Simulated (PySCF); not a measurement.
Input of a run (PBE0-D3(BJ)/def2-SVP geometry optimisation, gas phase (PySCF 2.14.0)), started from GFN2-xTB:
```
{"job": {"xc": "PBE0", "basis": "def2-SVP", "d3": "d3bj", "grid": 1, "shake": 0.01, "kind": "geom"}, "charge": 0, "multiplicity": 1}
B      3.002340    -0.213440    -0.093200
C      1.430700    -0.094200    -0.048110
C      0.737770     1.051490    -0.502490
C     -0.584590     1.145810    -0.456650
C     -1.396800     0.081480     0.031640
B     -2.947350     0.189870     0.089870
F     -3.604310     1.242660    -0.322430
F     -3.696040    -0.779250     0.550060
C     -0.728350    -1.051750     0.513580
C      0.646850    -1.142780     0.459420
H      3.601300     0.701020    -0.507900
H      3.524820    -1.152970     0.289140
H      1.303430     1.894540    -0.888720
H     -1.132390     2.038100    -0.797910
H     -1.313720    -1.890950     0.881730
H      1.137300    -2.021990     0.812710
```

Output (energies in Eh, forces in Eh/bohr):
```
step   0  E = -480.86615786  max force = 0.081384
step   1  E = -480.87536041  max force = 0.017840
step   2  E = -480.87570053  max force = 0.004947
step   3  E = -480.87577718  max force = 0.002747
step   4  E = -480.87579621  max force = 0.001642
step   5  E = -480.87582019  max force = 0.001386
step   6  E = -480.87583428  max force = 0.000347
optimisation converged
```

Summarise the run.

The energy falls by 0.263 eV over 7 energy and gradient evaluations, the largest force component goes from 0.0814 to 3.5e-04 Eh/bohr, and the atoms move by 0.030 Å rms after alignment. The bond that changes most is B1–H12 (three-coordinate boron to B–H hydrogen), which lengthens by 0.068 Å. Bonds longer at the end by more than 0.005 Å: 10 of 16; shorter: 3. Among the angles that change most is C5–C4–H14, from 115.3° to 119.4°. The energy never rose by more than 1e-6 Eh on the way. The first step brought 95 % of the lowering.

What are the final bond lengths?

B1–C2 1.545 Å, C2–C3 1.410 Å, C3–C4 1.390 Å, C4–C5 1.405 Å, C5–B6 1.554 Å, B6–F7 1.321 Å, B6–F8 1.321 Å, C5–C9 1.405 Å, C9–C10 1.390 Å, C2–C10 1.410 Å, B1–H11 1.209 Å, B1–H12 1.209 Å, C3–H13 1.093 Å, C4–H14 1.093 Å, C9–H15 1.093 Å, C10–H16 1.093 Å. Numbering counts from 1 in the input's order; the species is `Bc1ccc(B(F)F)cc1`.

The run used 170 basis functions and 48 SCF cycles in all.

Stationary, but not proved a minimum.

Shape of the structure used: `[BH2:1][c:2]1[cH:3][cH:4][c:5]([B:6]([F:7])[F:8])[cH:9][cH:10]1`: C4–C5–B6–F7 1°.
